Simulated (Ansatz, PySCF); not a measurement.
Reaction (SMILES): CCB(N)N -> N[B]N + [CH2]C (the B-C bond at the site shown breaks; other sites are not compared here)
Geometries: B3LYP-D3(BJ)/def2-TZVP minima from Ansatz (a quantum-chemistry and plane-wave program), one conformer each, not searched for the lowest. Frequencies are from Ansatz or PySCF.

Quantity: bond dissociation energy (0 K, with B3LYP-D3(BJ) harmonic zero-point energies), in kJ/mol. Cores are frozen in the correlated levels unless marked. UHF or UKS for open shells. Spin-orbit coupling is left out. Non-relativistic unless marked X2C. Basis-set limits of correlation are two-point, X^-3; Hartree-Fock from the larger set. [CCSD(T)-MP2]/basis is that difference in the basis named.

```
level                                                                 program  bond dissociation energy (kJ/mol)
-------------------------------------------------------------  --------------  ---------------------------------
HF/6-31G                                                               Ansatz                              302.1
HF/cc-pVDZ                                                             Ansatz                              297.5
BLYP-D3(BJ)/def2-TZVPD                                         Ansatz + dftd3                              383.9
BLYP/def2-TZVPD                                                        Ansatz                              365.8
B3LYP-D4/def2-TZVPD                                            Ansatz + dftd4                              393.8
PBE0/STO-3G                                                            Ansatz                              535.3
PBE0/6-31G*                                                            Ansatz                              405.2
PBE0-D4/def2-TZVPD                                             Ansatz + dftd4                              399.2
PBE0/def2-TZVPD                                                        Ansatz                              390.9
PBE0/def2-QZVPP                                                        Ansatz                              390.6
r2SCAN0/def2-TZVPD                                                     Ansatz                              376.8
HSE06/def2-TZVPD                                                       Ansatz                              391.3
B2GP-PLYP-D4/def2-TZVPD                                        Ansatz + dftd4                              407.0
PBE-QIDH/def2-TZVPD                                                    Ansatz                              409.6
SCS-MP2/STO-3G                                                         Ansatz                              495.7
SCS-MP2/cc-pVDZ                                                        Ansatz                              408.9
CCSD/cc-pwCVTZ                                                         Ansatz                              403.6
CCSD(T)/aug-cc-pVTZ                                                    Ansatz                              414.7
CCSD(T)/cc-pVTZ                                                        Ansatz                              413.3
X2C-CCSD(T)/cc-pVTZ-DK                                                 Ansatz                              413.2
RI-MP2/CBS(aug-cc-pVTZ,aug-cc-pVQZ)+[CCSD(T)-MP2]/aug-cc-pVTZ          Ansatz                              418.8
```
